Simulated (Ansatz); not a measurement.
Method: frozen-core CCSD(T)/def2-TZVPP // CAM-B3LYP-D3(BJ)/def2-TZVP in Ansatz (a first-principles code).

Ansatz 0.2 input:
```yaml
crystal:
  periodic: [false, false, false]
  atoms:
    - { symbol: N, position_ang: [-0.930745, -0.089476, 0.032117] }
    - { symbol: Al, position_ang: [0.822863, 0.079188, -0.028322] }
    - { symbol: H, position_ang: [-1.586879, 0.658084, -0.125664] }
    - { symbol: H, position_ang: [-1.420077, -0.947368, 0.22918] }
    - { symbol: H, position_ang: [1.697479, -1.20085, 0.24352] }
    - { symbol: H, position_ang: [1.417359, 1.500421, -0.350833] }
basis:
  gaussian: { orbitals: def2-TZVPP }
correlation:
  method: ccsd_t
```

Output:

```
Functional definition: HF
747 factors; integrals over basis functions are off by at most 1.4e-3 eV
mean field evaluation 1: about -8126.6623 eV, gradient 3.7e1 eV
mean field evaluation 2: about -8126.6641 eV, gradient 3.7e1 eV
mean field evaluation 4: about -8129.5034 eV, gradient 2.3e0 eV
mean field evaluation 8: about -8129.5278 eV, gradient 8.0e-2 eV
mean field evaluation 16: about -8129.5255 eV, gradient 3.1e-1 eV
mean field -8129.52788532 eV, -298.7546393935 hartree, gradient 2.5e-6 eV, S^2 0.000000; 0 other end points of the search recorded, 0 dependent functions left out
6 core orbitals not correlated
reference -8129.52788532 eV, -298.7546393935 hartree; 6, 6 occupied and 117, 117 virtual orbitals, 747 factors
second order -8.32707369 eV of doubles, -0.00000000 eV of singles
cycle   1  -8.69955281 eV  change   -3.7e-1 eV  update   6.3e-2
cycle   2  -8.94930380 eV  change   -2.5e-1 eV  update   2.0e-2
cycle   3  -8.99079852 eV  change   -4.1e-2 eV  update   9.6e-3
cycle   4  -8.98642467 eV  change    4.4e-3 eV  update   3.0e-3
cycle   5  -8.98697316 eV  change   -5.5e-4 eV  update   1.6e-3
cycle   6  -8.98694823 eV  change    2.5e-5 eV  update   4.4e-4
cycle   7  -8.98679348 eV  change    1.5e-4 eV  update   1.3e-4
cycle   8  -8.98680661 eV  change   -1.3e-5 eV  update   4.7e-5
cycle   9  -8.98680557 eV  change    1.0e-6 eV  update   1.0e-5
perturbative correction -0.28587388 eV, -0.0105056712 hartree
Total energy: -8138.80056476 eV, -299.0954040779 hartree
```

Cost: around 17 core-seconds (rough).
